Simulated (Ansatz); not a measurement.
Reaction (ligand exchange at a Ge–C bond): `BO[CH2][GeH3]` + `C=CN[SiH2]Cl` → `C=C[N]([GeH3])[SiH2]Cl` + `BOC`

Program: Ansatz. Geometries: PBE0-D4/def2-TZVP. ΔE: electronic, gas phase. CCSD(T)/CBS is the MP2 limit (def2-TZVPP, def2-QZVPP) plus CCSD(T) − MP2 in def2-TZVPP, frozen cores. DFT in def2-TZVPP. B3LYP here is the variant with VWN-RPA as its local correlation; programs differ in this. For Ge outer-core shells are correlated without core-valence functions, which leaves a few kJ/mol of doubt a bond. Scalar relativity is left out up to krypton. Each species was taken in one conformer, which may not be the lowest.

| level | ΔE (eV) |
| --- | --- |
| r2SCAN-D4 | -0.33 |
| ωB97M-V | -0.35 |
| r2SCAN | -0.31 |
| B3LYP | -0.25 |
| HF/def2-TZVPP | -0.34 |
| SCS-MP2/def2-QZVPP | -0.44 |
| HF/CBS(def2) | -0.35 |
| CCSD/CBS(def2) | -0.38 |

**Question.** What does CCSD(T)/CBS give? (Best estimate.)

**Answer.** Computed: -0.40 eV. The listed levels differ from it by 0.07, 0.05, 0.09, 0.15, 0.06, -0.04, 0.05, 0.02 eV.

Largest T1 diagnostic among the species: 0.014.

The D4 term adds −0.11 eV with B3LYP and −0.06 eV with PBE0; it sums over pairs of atoms, weighted by their polarisabilities, and B3LYP, whose exchange is more repulsive, gets the larger term. In def2-TZVPP, CCSD(T) changes the Hartree–Fock value by −0.07 eV (the triples alone add −0.02 eV) and MP2 by −0.12 eV. From PBE to PBE0 (25 % exact exchange), in def2-TZVPP and without D4, ΔE moves by −0.04 eV.
